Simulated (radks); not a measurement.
Values are calculated unless marked as measured or tabulated.
Problem. Excited configurations of neutral mercury: one electron is placed in a higher orbital outside [Xe] 4f14 5d10 6s1. The ground configuration is [Hg]. Level of theory: scalar-relativistic Kohn-Sham, BLYP, spin-unpolarised, spherical densities, finite nucleus; Fermi nuclear charge, rms radius 5.4648 fm (a radial shooting solver on a logarithmic mesh with Libxc functionals). Excitation = E - E(ground); binding = E(ion) - E, where the ion is the core of charge +1; n* = 1/sqrt(2 binding) in atomic units, and the quantum defect is n - n*.

outer orbital  excitation (eV)  binding (eV)     n*  quantum defect  eigenvalue (eV)  <r> (bohr)
6p                       5.992         4.697  1.702           4.298           -2.067       4.160
6d                       9.174         1.515  2.997           3.003           -0.569       10.18
7s                       8.053         2.636  2.272           4.728           -1.426       7.886

Estimate the row for 7p.

Solution. excitation (eV) 8.873; binding (eV) 1.816; n* 2.737; quantum defect 4.263; eigenvalue (eV) -0.959; <r> (bohr) 10.65. The Delta-SCF ionisation energy is 10.689 eV (NIST Atomic Spectra Database: 10.438 eV, measured). Self-interaction in the functional shifts the binding energies and quantum defects, so they are the method's values and not measured ones. Spin polarisation and multiplet splitting are left out, so open shells lie too high by an amount that depends on their filling.

Beside tabulated values, note that spin-unpolarised runs miss the spin-polarisation part of the exchange energy of open shells.
